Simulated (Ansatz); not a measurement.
Cost and result for the atomization energy of `O[Si](F)O[SiH3]` radical (9 atoms, 8 bonds).

```xyz
9

O     0.402   -0.417    2.474
Si    0.635    0.531    1.165
F    -0.234    1.869    1.298
O     0.108   -0.320   -0.099
Si   -0.301   -0.382   -1.688
H     0.654   -0.057    3.327
H    -1.648    0.210   -1.881
H     0.693    0.370   -2.495
H    -0.309   -1.805   -2.101
```

Charge 0, multiplicity 2. The structure was optimised at the PBE0-D4/def2-TZVP level. It is one conformer, not always the lowest. Program: Ansatz. Hardware: A = 2 threads of an AMD EPYC 7R13 on a shared host; B = 2 threads of an AMD EPYC 7R13 on a shared host and a share of an NVIDIA H100 80 GB. Times are those of one run each, without the atoms' runs, and a repeat can differ threefold. Electronic energies, without spin–orbit coupling; frozen cores. CCSD(T)/CBS adds CCSD(T) − MP2 in def2-TZVPP to the MP2 limit, and its time is that of the two runs behind it. T1 = 0.014; ⟨S²⟩ of the reference is 0.75. B3LYP takes the VWN-RPA correlation (the form of Gaussian; ORCA's B3LYP/G).

CCSD(T)/CBS is a level of theory with its own doubt, some kJ/mol a heavy atom from the limit and from the frozen cores, so smaller differences don't rank the functionals.

| level | functions | wall time |
| --- | --- | --- |
| PBE-D4/def2-TZVPP (with forces) [A] | 233 | 4.8 s |
| PBE0-D4/def2-TZVPP [A] | 233 | 7 s |
| B3LYP-D4/def2-TZVPP (with forces) [A] | 233 | 8 s |
| MP2/def2-QZVPP [B] | 431 | 11 s |
| r2SCAN-D4/def2-TZVPP (with forces) [A] | 233 | 11 s |
| B2PLYP/def2-TZVPP [A] | 233 | 12 s |
| CCSD(T)/def2-TZVPP [B] | 233 | 13 s |
| ωB97X-V/def2-TZVPP [A] | 233 | 16 s |
| ωB97M-V/def2-TZVPP (with forces) [A] | 233 | 21 s |
| CCSD(T)/CBS(def2) | – | 23 s |

(1) What atomization energy does each give, and how far from CCSD(T)/CBS? (An estimate is asked.)

Results:

(1) The calculation gave: 
```tsv
level	atomization (kJ/mol)	difference from CCSD(T)/CBS	per bond
PBE-D4/def2-TZVPP (with forces) [A]	3373.2	-8.7	-1.1
PBE0-D4/def2-TZVPP [A]	3304.1	-77.8	-9.7
B3LYP-D4/def2-TZVPP (with forces) [A]	3343.8	-38.1	-4.8
MP2/def2-QZVPP [B]	3438.6	56.7	7.1
r2SCAN-D4/def2-TZVPP (with forces) [A]	3376.1	-5.8	-0.7
B2PLYP/def2-TZVPP [A]	3325.0	-56.9	-7.1
CCSD(T)/def2-TZVPP [B]	3271.5	-110.4	-13.8
ωB97X-V/def2-TZVPP [A]	3371.2	-10.7	-1.3
ωB97M-V/def2-TZVPP (with forces) [A]	3361.1	-20.8	-2.6
CCSD(T)/CBS(def2)	3381.9	0.0	0.0
```

The D4 term adds +30.8 kJ/mol with B3LYP and +16.1 kJ/mol with PBE0; it sums over pairs of atoms, weighted by their polarisabilities, and B3LYP, whose exchange is more repulsive, gets the larger term. In def2-TZVPP, CCSD(T) changes the Hartree–Fock value by +805.3 kJ/mol (the triples alone add +46.0 kJ/mol) and MP2 by +903.8 kJ/mol; breaking electron pairs costs correlation energy, which Hartree–Fock lacks. From PBE to PBE0 (25 % exact exchange), in def2-TZVPP and without D4, the atomization energy moves by −66.1 kJ/mol: exact exchange takes away binding that semilocal exchange gives to molecules.
